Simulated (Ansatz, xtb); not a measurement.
A geometry optimisation of F2GeH4Si with r2SCAN-D4/def2-SVP

The starting geometry of this gas-phase singlet has its atoms placed at random.

```yaml
atoms:
  - { symbol: F, position_ang: [0.9408, 1.3755, 0.0285] }
  - { symbol: F, position_ang: [1.6934, -0.4128, 0.7779] }
  - { symbol: Ge, position_ang: [-0.2846, 0.0796, -1.1238] }
  - { symbol: Si, position_ang: [-0.1858, 1.0748, 0.8739] }
  - { symbol: H, position_ang: [-1.5797, 1.0759, 0.0934] }
  - { symbol: H, position_ang: [1.3155, 0.3313, -0.9673] }
  - { symbol: H, position_ang: [-0.6329, -1.0588, 0.6613] }
  - { symbol: H, position_ang: [-1.2940, -0.7361, -1.4727] }
```

Problem. Guess where an optimisation with r2SCAN-D4/def2-SVP ends from this start.

Solution. It falls apart into F2Si + GeH4. Distances that change by over a tenth: F1–Ge3 (2.12 → 3.26 Å), F1–Si4 (1.44 → 1.64 Å), Ge3–H8 (1.34 → 1.53 Å). Contacts that open: Ge3–Si4 (2.23 → 3.40 Å), Si4–H5 (1.60 → 4.05 Å). Contacts that close: F2–Si4 (2.40 → 1.64 Å), Ge3–H5 (2.04 → 1.53 Å), Ge3–H7 (2.15 → 1.56 Å).

The energy falls by 10.69 eV over 25 steps:

```json
{"step": "1", "E − E(last) (eV)": "10.694"}
{"step": "4", "E − E(last) (eV)": "2.871"}
{"step": "6", "E − E(last) (eV)": "0.745"}
{"step": "9", "E − E(last) (eV)": "0.084"}
{"step": "12", "E − E(last) (eV)": "0.024"}
{"step": "14", "E − E(last) (eV)": "0.017"}
{"step": "17", "E − E(last) (eV)": "0.008"}
{"step": "20", "E − E(last) (eV)": "0.002"}
{"step": "22", "E − E(last) (eV)": "0.001"}
{"step": "25", "E − E(last) (eV)": "0.000"}
```

Final geometry (Å):

| atom | x (Å) | y (Å) | z (Å) |
| --- | --- | --- | --- |
| F | 0.8521 | 1.9347 | 0.9098 |
| F | 1.9603 | -0.2744 | 1.2667 |
| Ge | -0.7179 | -0.1085 | -1.0812 |
| Si | 0.7459 | 0.6246 | 1.8976 |
| H | -1.5664 | 1.1270 | -1.3841 |
| H | 0.7139 | 0.0499 | -1.5875 |
| H | -0.6426 | -0.2413 | 0.4747 |
| H | -1.3727 | -1.3823 | -1.6249 |

From the same start GFN2-xTB reaches the same bonding as this run.

From so rough a start the end depends on the optimiser's path, so another program may land elsewhere. No frequencies were run, so the end isn't proven a minimum. Run with Ansatz 0.2.0, 2.3 min on 1 thread of AMD EPYC 7R43 64-Core Processor (Zen 3) (shared host).
